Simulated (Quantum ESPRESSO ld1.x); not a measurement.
Q: The table gives one normalised radial function P(r) = r R(r) (large component) of As4+ in [Ar] 3d9 4s1 4f1 (r in bohr). Method: Dirac Kohn-Sham, PBEsol, spin-unpolarised, spherical densities, point nucleus; open shells are shared between the two j in proportion to 2j + 1; computed with ld1.x of Quantum ESPRESSO 7.5.

r          P
0.002662  0.0000
0.003551  0.0000
0.004699  0.0000
0.006217  0.0000
0.008226  0.0000
0.01088   0.0000
0.01452   0.0000
0.01921   0.0000
0.02541   0.0000
0.03362   0.0000
0.04449   0.0000
0.05934   0.0001
0.07851   0.0002
0.1039    0.0004
0.1374    0.0010
0.1833    0.0025
0.2426    0.0057
0.3209    0.0121
0.4246    0.0245
0.5619    0.0470
0.7494    0.0882
0.9915    0.1567
1.312     0.2629
1.736     0.4031
2.297     0.5382
3.063     0.5928
4.053     0.4871
5.363     0.2667
7.096     0.0874
9.389     0.0144

Which n and l does it have? It may be an empty orbital.

A: n = 4, l = 3: the number of nodes gives n - l - 1 = 0, the rise at small r points to l (for j = l - 1/2 the large component starts as r^gamma with gamma = sqrt(l^2 - (Z/c)^2) = 2.99 and the r^(l+1) term takes over further out; the orbital of l - 1 with the same j starts with the same power, but with a larger coefficient, and does not steepen), and the extent must fit the shell. The curve is that of 4f5/2; the two j differ most near the nucleus, where j = l - 1/2 has the larger amplitude, and in heavy atoms j = l - 1/2 is also the more compact. 4f5/2: eigenvalue -19.154 eV, 0 radial nodes, <r> = 3.33 bohr, 90 % of the charge inside 4.89 bohr.
